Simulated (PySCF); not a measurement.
This PySCF input asks for the NMR shieldings of SMILES CC(=O)C#CC(F)=C(F)F, C₆H₃F₃O; the geometry comes from GFN2-xTB.

```python
import basis_set_exchange as bse
import numpy as np
from pyscf import gto, dft
from pyscf.prop import nmr

atoms = """
C    -2.759344    0.102274   -0.083245
C    -1.681588   -0.577661    0.716543
O    -1.871750   -1.324082    1.641666
C    -0.358578   -0.234650    0.255727
C     0.769366    0.039194   -0.080033
C     2.036562    0.430070   -0.545716
F     2.070695    1.306316   -1.567402
C     3.189747   -0.012214   -0.028252
F     3.252742   -0.873141    0.969389
F     4.393404    0.340502   -0.433618
H    -2.735769   -0.268254   -1.106969
H    -2.578471    1.174896   -0.112835
H    -3.731404   -0.102763    0.357017
"""
names = dict.fromkeys(["C", "O", "F", "H"], "pcSseg-1")
basis = {el: gto.basis.parse(bse.get_basis(n, elements=[el], fmt="nwchem")) for el, n in names.items()}
mol = gto.M(atom=atoms, basis=basis, charge=0, verbose=0)
mf = dft.RKS(mol, xc="PBE0")
mf.grids.level = 2
mf.grids.alignment = dft.numint.BLKSIZE   # the property module wants whole blocks of grid points
mf.conv_tol = 1e-9
mf.kernel()

calc = nmr.RKS(mf)   # GIAO
C = mf.mo_coeff
Co = C[:, mf.mo_occ > 0]
resp = mf.gen_response(singlet=True, hermi=2)
def vind(x):   # induced exchange potential for any number of trial vectors
    d = np.einsum("pi,xij,qj->xpq", C, 2 * x.reshape(-1, C.shape[1], Co.shape[1]), Co, optimize=True)
    return np.einsum("xpq,pi,qj->xij", resp(d - d.transpose(0, 2, 1)), C, Co, optimize=True).ravel()
mo1, _ = nmr.rhf.solve_mo1(calc, with_cphf=vind)
sigma = calc.kernel(mo1)
for i, s in enumerate(sigma):   # ppm
    w = np.linalg.eigvalsh((s + s.T) / 2)
    print("%2d %-2s iso %8.1f  s11 %8.1f  s22 %8.1f  s33 %8.1f" % (i, mol.atom_pure_symbol(i), w.mean(), *w))
```

Question: Give the expected output.

Answer: 
```
 0 C  iso    151.5  s11    127.2  s22    135.0  s33    192.4
 1 C  iso      2.4  s11    -99.4  s22      5.9  s33    100.5
 2 O  iso   -353.4  s11   -979.3  s22   -439.6  s33    358.7
 3 C  iso     74.1  s11     -5.7  s22     29.5  s33    198.4
 4 C  iso    105.7  s11     30.8  s22     48.0  s33    238.4
 5 C  iso     63.3  s11     18.8  s22     77.6  s33     93.6
 6 F  iso    359.9  s11    320.2  s22    372.8  s33    386.6
 7 C  iso     10.4  s11    -58.2  s22     32.2  s33     57.3
 8 F  iso    269.0  s11    248.3  s22    262.1  s33    296.5
 9 F  iso    243.4  s11    186.2  s22    258.0  s33    285.9
10 H  iso     29.1  s11     26.3  s22     28.9  s33     32.2
11 H  iso     29.1  s11     26.1  s22     29.5  s33     31.8
12 H  iso     29.5  s11     26.4  s22     27.3  s33     34.8
```

These numbers come from an equivalent density-fitted implementation of the same equations, which agrees with the script to about 0.01 ppm for H and up to a few tenths of a ppm for heavy atoms, so last digits may differ.

Question: Turn these shieldings into chemical shifts. Chemical shifts δ = σref − σ; ¹³C (σ = 186.93 ppm), ¹H (σ = 31.72 ppm) against TMS; ¹⁷O (σ = 336.08 ppm) against H2O; CFCl3 for ¹⁹F (σ = 170.95 ppm), all at this level.

Answer: Averaging equivalent atoms: C 1: 184.6; C 7: 176.5; C 5: 123.6; C 3: 112.9; C 4: 81.2; C 0: 35.4; O 2: 689.5; F 9: -72.4; F 8: -98.0; F 6: -188.9; H 10/11/12: 2.47 ppm. Unscaled 19F shifts against computed CFCl3 carry errors that often reach 10 to 50 ppm. Unscaled 17O shifts of doubly bonded oxygen tend to come out too high, by tens of ppm or more. Experimental scales use liquid or dissolved standards, which lie at an offset from isolated H2O (liquid H2O: subtract about 36 ppm).

Size and cost of the density-fitted run: 185 basis functions, 26 s wall time on 1 thread of an Arm Neoverse V1, shared host.
